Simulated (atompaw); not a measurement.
## u(r) = r·R(r): atom against pseudo-atom (Cd (Z = 48))

Columns: radius, all-electron u(r) and pseudo u(r) of the 5s shell (level -9.23 eV) of cadmium in the configuration [Ar] 3d10 4s2 4p6 4d10 5s1.5 5p0; PBE, scalar-relativistic, PAW (atompaw) scheme, atompaw 4.2.0.5.

```tsv
r (bohr)	all-electron	pseudo
0.069	-0.1124	-0.0397
0.138	-0.0402	-0.0776
0.208	0.1437	-0.1128
0.277	0.1951	-0.1427
0.346	0.1233	-0.1664
0.415	-0.0043	-0.1829
0.485	-0.1344	-0.1912
0.554	-0.2327	-0.1906
0.623	-0.2903	-0.1808
0.692	-0.3076	-0.1620
0.762	-0.2899	-0.1338
0.831	-0.2459	-0.0978
0.900	-0.1835	-0.0544
0.969	-0.1099	-0.0047
1.038	-0.0306	0.0499
1.108	0.0513	0.1090
1.177	0.1303	0.1692
1.246	0.2053	0.2298
1.315	0.2753	0.2894
1.385	0.3403	0.3475
1.454	0.3980	0.4012
1.523	0.4493	0.4505
1.592	0.4943	0.4946
1.662	0.5338	0.5338
1.731	0.5670	0.5670
1.800	0.5948	0.5948
```

Question: How many radial nodes do the two functions have?

Answer: The all-electron 5s function has n − l − 1 = 4 (the table is too coarse to show those close to the nucleus); the pseudo-wave has 1, since 1 lower shell of the same l stays in the valence.

Question: Is the pseudo-wave norm-conserving?

Answer: No, it belongs to a PAW set: the norm inside the radius is not constrained, and the difference is carried by the augmentation charge.
